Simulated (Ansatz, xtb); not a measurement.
## C4H3FS2: which of two isomers lies lower

Structure a: `Fc1sccc1S`, a singlet. Structure b: `Fc1csc(S)c1`, a singlet. Both are isolated molecules in the gas phase, relaxed with B3LYP-D3(BJ)/def2-SVP; the shapes shown needn't be the lowest conformers.

a (Å):

```json
{"atom": "C", "x (Å)": "0.2252", "y (Å)": "-1.0156", "z (Å)": "-1.0192"}
{"atom": "C", "x (Å)": "-1.7666", "y (Å)": "0.1587", "z (Å)": "-0.1583"}
{"atom": "C", "x (Å)": "-0.7844", "y (Å)": "1.0173", "z (Å)": "-0.5644"}
{"atom": "C", "x (Å)": "0.3803", "y (Å)": "0.3469", "z (Å)": "-1.0753"}
{"atom": "F", "x (Å)": "1.0937", "y (Å)": "-1.9339", "z (Å)": "-1.4039"}
{"atom": "S", "x (Å)": "-1.3102", "y (Å)": "-1.5090", "z (Å)": "-0.3686"}
{"atom": "S", "x (Å)": "1.8766", "y (Å)": "1.1359", "z (Å)": "-1.6216"}
{"atom": "H", "x (Å)": "-2.7411", "y (Å)": "0.3956", "z (Å)": "0.2648"}
{"atom": "H", "x (Å)": "-0.8603", "y (Å)": "2.1034", "z (Å)": "-0.5103"}
{"atom": "H", "x (Å)": "1.4956", "y (Å)": "1.3486", "z (Å)": "-2.9058"}
```

b (Å):

| atom | x (Å) | y (Å) | z (Å) |
| --- | --- | --- | --- |
| C | 0.1311 | -1.0369 | -0.5271 |
| C | -1.1707 | -0.9310 | -0.1118 |
| C | -0.3832 | 1.0140 | -1.4720 |
| C | 0.5965 | 0.0624 | -1.3033 |
| F | 0.9168 | -2.0732 | -0.2263 |
| S | -1.8733 | 0.5384 | -0.6954 |
| S | -0.2745 | 2.4865 | -2.4430 |
| H | -1.7289 | -1.6349 | 0.5018 |
| H | -0.2351 | 3.3708 | -1.4149 |
| H | 1.6055 | 0.1438 | -1.7060 |

**Question.** Estimate which is lower in electronic energy at CCSD(T)/def2-SVP + ΔMP2/def2-TZVPP, and by roughly how much.

**Answer.** The CCSD(T)/def2-SVP + ΔMP2/def2-TZVPP calculation puts structure b lower, by 0.173 eV.

The same difference at several levels:

| level | geometry | E(b) − E(a) (eV) | departure from the last row (eV) | job, with rough time for the two |
| --- | --- | --- | --- | --- |
| B3LYP-D3(BJ)/def2-SVP | B3LYP-D3(BJ)/def2-SVP | −0.172 | +0.001 | optimisation, 2.6 min |
| HF/def2-SVP | B3LYP-D3(BJ)/def2-SVP | −0.153 | +0.019 | part of the CCSD(T) run |
| MP2/def2-SVP | B3LYP-D3(BJ)/def2-SVP | −0.172 | +0.001 | part of the CCSD(T) run |
| CCSD(T)/def2-SVP | B3LYP-D3(BJ)/def2-SVP | −0.144 | +0.028 | single point |
| CCSD(T)/def2-SVP + ΔMP2/def2-TZVPP | B3LYP-D3(BJ)/def2-SVP | −0.173 |  | single point, 53 s |

As drawn, both hold the same kinds of bond in the same numbers.

None of the levels shown reverses the order. The largest departure from CCSD(T)/def2-SVP + ΔMP2/def2-TZVPP is that of CCSD(T)/def2-SVP, 0.028 eV. No reliable frequencies are at hand for a, so it isn't confirmed as a minimum. Levels run at GFN2-xTB geometries aren't shown. The last row adds to CCSD(T) the change of the MP2 difference between the two basis sets, here −0.028 eV.

The correlated steps freeze 15 core orbitals. Programs: Ansatz 0.2.0, xtb 6.7.1; the last row on 2 threads of Intel(R) Xeon(R) Processor @ 2.70GHz on a shared host.
